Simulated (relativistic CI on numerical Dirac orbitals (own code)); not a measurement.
**V³⁺ (3d2) in a crystal field**

Calculated by Dirac-Coulomb-Breit CI, orbitals from a KLI potential per configuration, model QED (radiative potential, 1s self-energy scaled to tabulated hydrogen-like ionisation energies), valence Slater integrals scaled by 0.8, one configuration in a parametric crystal field (own radial code).

Field parameters in Wybourne normalisation: Oh B⁴₀ = 21Dq, B⁴₄ = √(5/14) B⁴₀. The field is a parameter set, without covalency.

S is read from ⟨S²⟩ = S(S + 1).

Powder χT (cm³ K mol⁻¹) by Van Vleck's formula, with temperature-independent terms:

| Field | 2 K | 5 K | 10 K | 20 K | 50 K | 100 K | 200 K | 300 K |
| --- | --- | --- | --- | --- | --- | --- | --- | --- |
| Oh, 10Dq = 4100 cm⁻¹ | 0.00858 | 0.0215 | 0.0442 | 0.0881 | 0.203 | 0.385 | 0.702 | 0.929 |
| Oh, 10Dq = 20600 cm⁻¹ | 0.0508 | 0.0915 | 0.119 | 0.159 | 0.271 | 0.453 | 0.747 | 0.93 |
| Oh, 10Dq = 23950 cm⁻¹ | 0.0598 | 0.101 | 0.127 | 0.167 | 0.279 | 0.461 | 0.752 | 0.931 |
| Oh, 10Dq = 27250 cm⁻¹ | 0.068 | 0.108 | 0.134 | 0.173 | 0.286 | 0.468 | 0.756 | 0.931 |
| Oh, 10Dq = 30500 cm⁻¹ | 0.0753 | 0.115 | 0.14 | 0.179 | 0.292 | 0.474 | 0.76 | 0.932 |
| Oh, 10Dq = 33800 cm⁻¹ | 0.082 | 0.121 | 0.145 | 0.184 | 0.297 | 0.479 | 0.763 | 0.932 |
| Oh, 10Dq = 37100 cm⁻¹ | 0.088 | 0.126 | 0.15 | 0.189 | 0.302 | 0.484 | 0.766 | 0.933 |
| Oh, 10Dq = 40400 cm⁻¹ | 0.0934 | 0.13 | 0.154 | 0.193 | 0.306 | 0.489 | 0.769 | 0.933 |

(1) For Oh, 10Dq = 33800 cm⁻¹: what effective moment follows at 300 K?

## Answers

(1) μ_eff = √(8χT) = 2.73 μB. The ground level has S = 1.00; the spin-only moment for S = 1 is 2.83 μB. The difference comes from the orbital moment, spin-orbit mixing of terms and temperature-independent paramagnetism, all larger in this ionic model than in covalent complexes.
